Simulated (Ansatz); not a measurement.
Energy difference R1 → P1 + P2, each structure at its B3LYP-D3(BJ)/def2-TZVP stationary point, reached from a drawn start (curvature not checked).
R1, SiF4 (SMILES F[Si](F)(F)F) (charge 0, multiplicity 1):
```json
[
 {"atom": "Si", "x (Å)": "0.0000", "y (Å)": "0.0000", "z (Å)": "0.0000"},
 {"atom": "F", "x (Å)": "0.9049", "y (Å)": "0.9049", "z (Å)": "0.9049"},
 {"atom": "F", "x (Å)": "0.9049", "y (Å)": "-0.9049", "z (Å)": "-0.9049"},
 {"atom": "F", "x (Å)": "-0.9049", "y (Å)": "0.9049", "z (Å)": "-0.9049"},
 {"atom": "F", "x (Å)": "-0.9049", "y (Å)": "-0.9049", "z (Å)": "0.9049"}
]
```
P1: F3Si (SMILES F[Si](F)F), charge 0, multiplicity 2.
P2: F atom, charge 0, multiplicity 2.

Quantity: the reaction energy.

P less R. No zero-point or thermal terms; singlets are restricted closed shells; open shells are unrestricted; no spin–orbit coupling.

Cores are frozen in the correlated methods.

Programs: Ansatz (Gaussian orbitals). All values are computed, each at the level named.

Costs are ratios of core time to PBE/def2-TZVPP (roughly 5 s), for whole runs (searches for the state included, and forces where a run took them) on one shared machine, so rough; each difference counts from 698.2 kJ/mol (CCSD(T)/cc-pV(Q+d)Z, a level with limits of its own).

```
level                 basis functions  cost  difference (kJ/mol)
--------------------  ---------------  ----  -------------------
SVWN5/def2-TZVPP                  166  ×0.8                 70.7
PBE/def2-TZVPP                    166    ×1                -25.2
revPBE/def2-TZVPP                 166    ×1                -54.2
PBE0/def2-TZVPP                   166    ×1                -33.1
B3LYP/def2-TZVPP                  166    ×1                -30.3
BHLYP/def2-TZVPP                  166    ×1                -42.7
CAM-B3LYP/def2-TZVPP              166    ×2                -14.5
B2PLYP/def2-TZVPP                 166    ×2                -16.9
B97M-V/def2-TZVPP                 166    ×2                 -5.6
CCSD(T)/cc-pV(D+d)Z                79    ×3                -74.5
wB97M-V/def2-TZVPP                166    ×3                 -3.6
CCSD(T)/cc-pV(T+d)Z               159   ×10                -12.8
```

The cheapest listed level whose difference stays within 4.2 kJ/mol: wB97M-V/def2-TZVPP (-3.6 kJ/mol, cost ×3).

What the step from CCSD(T)/cc-pV(D+d)Z to CCSD(T)/cc-pV(T+d)Z costs and buys: 79 to 159 functions, cost ×5 (rough); the difference goes from -74.5 to -12.8 kJ/mol.

Ansatz is a quantum-chemistry and plane-wave program.
